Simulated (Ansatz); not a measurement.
`NC(S)N[SiH3]` + `[NH2][Ge][OH]` → `[NH2][Ge][O][SiH3]` + `NC(N)S`  (ligand exchange at the Si–N bond)

Program: Ansatz. Geometries: PBE0-D4/def2-TZVP. ΔE: electronic, gas phase. CCSD(T)/CBS is the MP2 limit (def2-TZVPP, def2-QZVPP) plus CCSD(T) − MP2 in def2-TZVPP, frozen cores. Functionals use def2-TZVPP. HSE06 is defined as in plane-wave codes. For Ge outer-core shells are correlated without core-valence functions, which leaves a few kJ/mol of doubt a bond. Scalar relativity is left out up to krypton. Each species was taken in one conformer, which may not be the lowest.

`NC(S)N[SiH3]`:

```xyz
13

N     1.383    0.186   -1.439
C     0.485    0.520   -0.364
S     1.481    1.237    1.021
N    -0.293   -0.631   -0.054
Si   -1.746   -0.578    0.879
H     1.987    0.965   -1.664
H     0.853   -0.080   -2.262
H    -0.210    1.347   -0.580
H     2.334    0.201    1.095
H     0.283   -1.460   -0.008
H    -2.605    0.490    0.303
H    -1.562   -0.288    2.328
H    -2.390   -1.909    0.743
```

`[NH2][Ge][OH]`:

```xyz
6

N    -0.447   -0.768    0.381
Ge   -0.021    0.917    0.949
O     0.797    1.525   -0.526
H    -0.936   -1.411    0.983
H    -0.248   -1.177   -0.520
H     0.855    0.915   -1.266
```

`[NH2][Ge][O][SiH3]`:

Cartesian coordinates in Å:
```
N 1.582 -0.999 1.548
Ge -0.174 -1.125 1.120
O -0.084 0.134 -0.168
Si -1.142 0.813 -1.212
H 2.022 -1.551 2.265
H 2.213 -0.364 1.082
H -1.210 2.280 -0.981
H -0.699 0.570 -2.611
H -2.509 0.242 -1.043
```

`NC(N)S`:

```xyz
10

N    -0.296    0.972    0.629
C     0.399   -0.046   -0.106
N     0.062   -0.098   -1.500
S     0.120   -1.785    0.468
H     0.088    1.098    1.557
H    -1.281    0.748    0.721
H     1.468    0.155   -0.016
H    -0.910   -0.358   -1.621
H     0.197    0.818   -1.913
H     0.154   -1.505    1.780
```

**Question.** Is it downhill or uphill in electronic energy at CCSD(T)/CBS, and by how much? (Estimate.)

**Answer.** Computed: Downhill: ΔE = -0.59 eV.

**Question.** What do these levels give: revPBE-D4, r2SCAN-D4, PBE0-D4, HSE06-D4, ωB97X-V, PBE-QIDH, r2SCANh, BHLYP, CCSD/def2-SVP, CCSD(T)/def2-SVP, HF/CBS(def2), CCSD/CBS(def2)? (Estimate.)

**Answer.** Computed: revPBE-D4 -0.49, r2SCAN-D4 -0.59, PBE0-D4 -0.54, HSE06-D4 -0.54, ωB97X-V -0.58, PBE-QIDH -0.59, r2SCANh -0.60, BHLYP -0.67, CCSD/def2-SVP -0.59, CCSD(T)/def2-SVP -0.58, HF/CBS(def2) -0.76, CCSD/CBS(def2) -0.61 eV.

Largest T1 diagnostic among the species: 0.014.

In def2-TZVPP, CCSD(T) changes the Hartree–Fock value by +0.14 eV (the triples alone add +0.02 eV) and MP2 by +0.16 eV. The D4 term adds +0.04 eV with B3LYP and +0.02 eV with PBE0; it sums over pairs of atoms, weighted by their polarisabilities, and B3LYP, whose exchange is more repulsive, gets the larger term. From BLYP to BHLYP (50 % exact exchange), in def2-TZVPP and without D4, ΔE moves by −0.05 eV.

B3LYP here is the variant with VWN-RPA as its local correlation; programs differ in this.
